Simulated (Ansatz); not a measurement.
Ansatz (a program for electronic structure) input:

Ansatz 0.2 input:
```yaml
crystal:
  periodic: [false, false, false]
  atoms:
    - {symbol: Si, position_ang: [2.48089648, 0.14726751, -0.25966688]}
    - {symbol: O, position_ang: [0.92661076, 0.28193441, -0.81462584]}
    - {symbol: Si, position_ang: [-0.64608748, 0.13746100, -0.48193863]}
    - {symbol: Cl, position_ang: [-1.05412023, -1.77378224, 0.13483089]}
    - {symbol: Cl, position_ang: [-1.16250629, 1.43415179, 1.01875385]}
    - {symbol: H, position_ang: [2.64787026, -1.17176598, 0.40744881]}
    - {symbol: H, position_ang: [3.36965275, 0.26290569, -1.44393853]}
    - {symbol: H, position_ang: [-1.43508399, 0.44090360, -1.67496693]}
basis:
  gaussian:
    orbitals: cc-pVTZ-DK
magnetization: {spin_polarized: true, initial_magnetization: 1}
correlation: {method: ccsd_t, electrons: outside_noble_gas}
```

Q: Which total energy does the run end on?

A: -1578.72592 Eh (X2C-CCSD(T)/cc-pVTZ-DK). The basis has 208 functions.

It need not be the lowest isomer of its formula.
